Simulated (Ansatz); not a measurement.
`N#[C][In]([Cl])[Cl]` + HBr → `[Cl][In]([Cl])[Br]` + `C#N` at 600 K and 1 bar (ligand exchange at the In–C bond).

Isolated molecules relaxed with PBE0-D4/def2-TZVP in Ansatz; ΔE leaves out vibrations. CCSD(T)/CBS is the MP2 limit (def2-TZVPP, def2-QZVPP) plus CCSD(T) − MP2 in def2-TZVPP, frozen cores. This one scheme is used for every species. def2 core potentials past Kr. For Br, In outer-core shells are correlated without core-valence functions, which leaves a few kJ/mol of doubt a bond. Scalar relativity is left out up to krypton.

```json
{"species": "`N#[C][In]([Cl])[Cl]`", "CCSD(T)/CBS energy (Eh)": "-1202.20735", "H − E (kJ/mol)": "75.3", "S (J/(mol·K))": "433.2"}
{"species": "HBr", "CCSD(T)/CBS energy (Eh)": "-2573.91920", "H − E (kJ/mol)": "33.5", "S (J/(mol·K))": "219.1"}
{"species": "`[Cl][In]([Cl])[Br]`", "CCSD(T)/CBS energy (Eh)": "-3682.84497", "H − E (kJ/mol)": "50.8", "S (J/(mol·K))": "417.5"}
{"species": "`C#N`", "CCSD(T)/CBS energy (Eh)": "-93.32098", "H − E (kJ/mol)": "64.3", "S (J/(mol·K))": "228.4"}
```

H − E and S are ideal-gas, rigid-rotor, harmonic terms from PBE0-D4/def2-TZVP. 1 Eh = 2625.50 kJ/mol, R = 8.31446 J/(mol·K).

Q: By hand: ΔE, ΔH, ΔS and ΔG.

A: ΔE = (-3682.84497) + (-93.32098) − (-1202.20735) − (-2573.91920) = -0.03940 Eh = -103.4 kJ/mol. Δ(H − E) = 50.8 + 64.3 − 75.3 − 33.5 = 6.3, so ΔH = -97.1 kJ/mol. ΔS = 417.5 + 228.4 − 433.2 − 219.1 = -6.4 J/(mol·K). ΔG = -97.1 − 600 × (-6.4)/1000 = -93.3 kJ/mol.

Q: By hand: the equilibrium constant, and the temperature at which ΔG would vanish if ΔH and ΔS stayed fixed.

A: log₁₀ K = −ΔG/(RT ln 10) = 8.1. ΔG = 0 at ΔH/ΔS = 15172 K, far beyond where these terms or the molecules hold.

The number of gas molecules stays the same, so ΔS is small and ΔH decides. A doubt of 5 kJ/mol in ΔE shifts log₁₀ K by 0.4 here. These are equilibria of isolated gas molecules and say nothing of rates. Largest T1 diagnostic: 0.014 (customary marks: 0.02 for closed shells, 0.045 for open ones).
